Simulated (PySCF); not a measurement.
# One molecule, several mistakes: AlBFH2O cation

These are calculations, not measurements. They come from PySCF 2.14.0, an open-source quantum chemistry program, on an isolated molecule that a program drew, which may never have been made. The molecule is AlBFH2O cation (charge +1, singlet), drawn as the SMILES string `F[B+][O][AlH2]`.

Each row is a Hartree-Fock (HF) and frozen-core CCSD(T) single point in the cc-pV(D+d)Z basis, meant for a local HF minimum. Run 1 is clean. Each other run has one planted mistake out of seven kinds, and not every kind appears here: one electron removed, one electron added, multiplicity raised by two, geometry at a saddle point, minimal basis STO-3G, one bond length entered in bohr, all coordinates scaled. The reference is restricted for singlets and unrestricted otherwise, and also for a bond in bohr. Adding or removing an electron swaps singlet and doublet. Electrons count all cores. HOMO and LUMO are orbital energies over both spins, the gradient is its largest component, and the lowest frequency (negative if imaginary) is given only where the gradient is small. Bond lengths are over the 5 bonds as drawn. T1 is the CCSD diagnostic: over 0.02 (restricted) or 0.045 (unrestricted) a single reference is doubtful.

Geometry of the clean run:
```xyz
6
AlBFH2O cation, angstrom
F    -3.2409    3.2793   -2.6773
B    -2.9523    2.9173   -1.5214
O    -2.6700    2.5632   -0.3902
Al   -2.2330    2.0169    1.3479
H    -0.7417    1.6104    1.3770
H    -3.4939    2.1354    2.2345
```

| run | electrons | basis functions | <S^2> | HOMO (eV) | LUMO (eV) | gradient (hartree/bohr) | lowest frequency (cm^-1) | mean bond (Å) | longest bond (Å) | T1 | HF (hartree) | CCSD(T) (hartree) | mistake |
|---|---|---|---|---|---|---|---|---|---|---|---|---|---|
| 1 | 36 | 75 | 0.000 | -17.14 | -3.56 | 2.2e-05 | 88 | 1.4858 | 1.874 | 0.0150 | -441.95152 | -442.47395 | no fault |
| 2 | 36 | 26 | 0.000 | -15.57 | 1.86 | 4.7e-02 | - | 1.4858 | 1.874 | 0.0196 | -436.41908 | -436.60634 | minimal basis STO-3G |
| 3 | 37 | 75 | 0.771 | -4.37 | 1.92 | 5.1e-02 | - | 1.4858 | 1.874 | 0.0182 | -442.09649 | -442.63750 | one electron added |
| 4 | 36 | 75 | 0.924 | -17.16 | -5.73 | 1.5e-02 | - | 1.7074 | 2.353 | 0.0360 | -441.76964 | -442.25159 | ? |
| 5 | 36 | 75 | 0.000 | -16.67 | -3.71 | 1.1e-01 | - | 1.6225 | 2.046 | 0.0194 | -441.90539 | -442.44519 | ? |

**Which mistake was planted in run 4, and what did it cost?**

The mean bond changes by a factor of 1.149 and the longest by 1.256, so the molecule wasn't scaled as a whole. A length L in bohr read as angstrom grows by (1/0.5292 - 1) L = 0.890 L. The 5 bonds together grew by 5 x 0.2216 = 1.108 Å, which gives L = 1.245 Å. That is bond F1-B2, 1.245 Å in the clean geometry. So the mistake is: one bond length entered in bohr. Subtracting run 1 and multiplying by 627.51 kcal/mol a hartree, the energy moved by 114.1 kcal/mol in HF and 139.5 kcal/mol in CCSD(T).

**Which mistake was planted in run 5, and what did it cost?**

The mean and the longest bond both change by the same factor, 1.092, and the gradient is no longer small. So the mistake is: all coordinates scaled. Subtracting run 1 and multiplying by 627.51 kcal/mol a hartree, the energy moved by 28.9 kcal/mol in HF and 18.0 kcal/mol in CCSD(T).

